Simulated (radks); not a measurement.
All-electron atom: the phosphorus ion P8+ in [He] 2s2 2p3. All-electron calculation, non-relativistic Kohn-Sham, TPSS, spin-polarised, spherical densities, point nucleus; open shells are filled with parallel spins first; meta-GGA in the generalised Kohn-Sham scheme. Program: a radial shooting solver on a logarithmic mesh with Libxc functionals.

Normalised radial functions P(r) = r R(r), r in bohr:

r,1s up,2s down
0.006637,0.6788,0.1972
0.008923,0.8819,0.2560
0.012,1.1323,0.3281
0.01613,1.4311,0.4134
0.02169,1.7708,0.5086
0.02916,2.1300,0.6049
0.0392,2.4666,0.6852
0.05228,2.7105,0.7208
0.07029,2.7951,0.6744
0.0945,2.6364,0.4977
0.1271,2.2083,0.1564
0.1708,1.5801,-0.3396
0.2297,0.9181,-0.9017
0.3088,0.4049,-1.3603
0.4151,0.1242,-1.5134
0.5582,0.0234,-1.2828
0.7504,0.0023,-0.7976
1.001,0.0001,-0.3518
1.346,0.0000,-0.0941

1s up: eigenvalue -2352.6 eV, 0 radial nodes, <r> = 0.104 bohr, 90 % of the charge inside 0.185 bohr. 2s down: eigenvalue -374.41 eV, 1 radial node at r = 0.141 bohr, <r> = 0.483 bohr, 90 % of the charge inside 0.746 bohr.
